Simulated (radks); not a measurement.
Values are calculated unless marked as measured or tabulated.
The mean radii <r> (bohr) of the occupied orbitals of an atom or ion are listed with their occupations. Level of theory: non-relativistic Kohn-Sham, LDA (Slater exchange, Perdew-Wang correlation), spin-unpolarised, spherical densities, point nucleus (a radial shooting solver on a logarithmic mesh with Libxc functionals).

| orbital | occ. | <r> |
|---|---|---|
| 1s | 1 | 0.04181 |

Name the element and its charge.

Answer. Z = 36, krypton, charge +35: Kr35+ in 1s1. The 1s radius gives Z: for a bare nucleus <r> = 1.5/Z, 0.04167 bohr for Z = 36, and the self-interaction of the functional makes it slightly larger (0.04181 here). The occupations add up to 1, and the charge is Z minus that.
